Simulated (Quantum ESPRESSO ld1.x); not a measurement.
The numbers below are computed, except where a source is named.
Ba III, 54 electrons, occupied as [Xe] (the NIST ground configuration). Code: ld1.x of Quantum ESPRESSO 7.5. Model: scalar-relativistic Kohn-Sham, LDA (Slater exchange, VWN5 correlation), spin-polarised, spherical densities, point nucleus.

Unscreened Slater integrals over Kohn-Sham orbitals (cm^-1). They are taken over the spin-up orbitals. Empty in this configuration: 5d.

integral    value
F0(5p,5p)  104400
F2(5p,5p)   56287
F0(5p,5s)  111670
G1(5p,5s)   74536
F0(5p,4d)  130470
F2(5p,4d)   37193
G1(5p,4d)   10887
G3(5p,4d)   10461
F0(5p,4p)  132170
F2(5p,4p)   33350
G0(5p,4p)  6540.0
G2(5p,4p)  8434.3
F0(5p,5d)   82655
F2(5p,5d)   39408
G1(5p,5d)   45043
G3(5p,5d)   27872
F0(5s,5s)  121210
F0(5s,4d)  148080
G2(5s,4d)   17049
F0(5s,4p)  150440
G1(5s,4p)   11202
F0(5s,5d)   85658
G2(5s,5d)   27497
F0(4d,4d)  247000
F2(4d,4d)  125470
F4(4d,4d)   83700
F0(4d,4p)  259950
F2(4d,4p)  132920
G1(4d,4p)  169230
G3(4d,4p)  105440
F0(4d,5d)   92864
F2(4d,5d)   17401
F4(4d,5d)  7124.5
G0(4d,5d)  3797.4
G2(4d,5d)  4513.3
G4(4d,5d)  3694.5
F0(4p,4p)  275350
F2(4p,4p)  144430
F0(4p,5d)   93593
F2(4p,5d)   15398
G1(4p,5d)  4822.8
G3(4p,5d)  3870.0
F0(5d,5d)   71312
F2(5d,5d)   37576
F4(5d,5d)   24931
